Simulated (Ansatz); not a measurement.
AlF$_{3}$H$_{3}$P (`F[P+](F)(F)[AlH3-]`). Total charge 0; spin multiplicity 1.

Cartesian coordinates in Å:
```
F 0.412 1.903 -1.066
P 0.705 0.461 -0.580
F 2.118 0.667 0.019
F 1.083 -0.201 -1.928
Al -1.023 -0.671 0.842
H -0.973 0.442 1.982
H -2.152 -0.595 -0.280
H -0.170 -2.006 1.010
```

(1) List the harmonic frequencies (cm⁻¹, unscaled) at PBE0-D4/def2-TZVP in Ansatz. (An estimate is asked.)

(2) Is this a minimum?

(3) Give the ideal-gas thermochemistry at 298.15 K and 1 bar (rigid rotor, harmonic oscillator; point group C3v, symmetry number 3).

(4) Rotational constants (cm⁻¹)?

Answers

(1) Ansatz gave: 78, 78, 93, 197, 341, 341, 408, 408, 497, 677, 748, 748, 932, 937, 937, 1894, 1894, 1896.

(2) Yes, all 18 modes are real.

(3) Zero-point energy 78.4 kJ/mol; H(298) − E = 101.2 kJ/mol; entropy 356.9 J/(mol·K), of which translation 168.4, rotation 105.6, vibration 82.9; G(298) − E = -5.2 kJ/mol. Modes under 100 cm⁻¹ are hindered rotations or soft bends, so the harmonic entropy is rough.

(4) 0.1474, 0.06297, 0.06297.
